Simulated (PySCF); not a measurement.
Precursor series Zr Cl-H. All species are isolated molecules in the gas phase.

The charge on the central atom (Mulliken) from two functionals at the same geometries (r2SCAN-D4/def2-SVP), both in PySCF: PBE-D3(BJ)/def2-TZVP and TPSSh-D3(BJ)/def2-TZVP. 

| species | PBE-D3(BJ)/def2-TZVP (e) |
|---|---|
| 0 of 4 Cl replaced by H ([Zr(Cl)4]) | 1.20 |
| 1 of 4 Cl replaced by H | 1.02 |
| 2 of 4 Cl replaced by H ([Zr(Cl)2(H)2]) | 0.88 |
| 3 of 4 Cl replaced by H ([Zr(Cl)(H)3]) | 0.76 |
| 4 of 4 Cl replaced by H | 0.67 |

What does TPSSh-D3(BJ)/def2-TZVP give for each?


- 0 of 4 Cl replaced by H ([Zr(Cl)4]): 1.38
- 1 of 4 Cl replaced by H: 1.18
- 2 of 4 Cl replaced by H ([Zr(Cl)2(H)2]): 1.04
- 3 of 4 Cl replaced by H ([Zr(Cl)(H)3]): 0.91
- 4 of 4 Cl replaced by H: 0.81
Over these rows, drawn at random from the members with no instability flagged (it was tested for open shells, ions and some series alone), PBE minus TPSSh-D3(BJ): mean -0.16 e, from -0.18 e to -0.14 e.
